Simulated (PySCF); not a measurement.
# [Yb(H2O)4]3+: from a saddle point downhill

PySCF 2.14.0, RKS PBE0, Yb lcecp-1-SVP with ECP59, O def2-SVP, H def2-SVP; non-relativistic Hamiltonian with scalar-relativistic core potentials where named; density fitting; no spin-orbit coupling. Relaxed within the symmetry of its start, the geometry (D2d) is

```xyz
13

Yb    0.0000    0.0000    0.0000
O     1.2745    1.2888    1.2888
H     1.6442    1.0877    2.1793
H     1.6442    2.1793    1.0877
O    -1.2745   -1.2888    1.2888
H    -1.6442   -1.0877    2.1793
H    -1.6442   -2.1793    1.0877
O     1.2745   -1.2888   -1.2888
H     1.6442   -2.1793   -1.0877
H     1.6442   -1.0877   -2.1793
O    -1.2745    1.2888   -1.2888
H    -1.6442    2.1793   -1.0877
H    -1.6442    1.0877   -2.1793
```

and its lowest harmonic modes are -147, -37, -37, 10, 55, 63 cm⁻¹ (negative: unstable). It was moved along the lowest mode and relaxed again, within the group S4 that the move left.

**Question.** Where does it end, and how much lower?

**Answer.** In S4, 0.049 eV lower, after 15 steps:
```xyz
13

Yb    0.0001    0.0000    0.0000
O     1.3170    1.2992    1.2319
H     2.1235    1.0471    1.7380
H     1.2380    2.2675    1.3961
O    -1.3167   -1.2321    1.2992
H    -1.2382   -1.3958    2.2674
H    -2.1237   -1.7377    1.0470
O     1.3170   -1.2992   -1.2319
H     1.2380   -2.2675   -1.3961
H     2.1235   -1.0471   -1.7380
O    -1.3167    1.2321   -1.2992
H    -2.1237    1.7377   -1.0470
H    -1.2382    1.3958   -2.2674
```

**Question.** How do the contacts change?

**Answer.** 
| contact | saddle (Å) | end (Å) |
| --- | --- | --- |
| Yb1–O2 (H2O) | 2.224 | 2.223 |
| Yb1–O5 (H2O) | 2.224 | 2.223 |
| Yb1–O8 (H2O) | 2.224 | 2.223 |
| Yb1–O11 (H2O) | 2.224 | 2.223 |


No frequency check is given for the end, and other unstable modes may remain.

An lcecp potential fixes the number of 4f electrons, so in runs with it no electron can move into or out of that shell.

State: singlet in the valence, with the 4f electrons in the core potential.
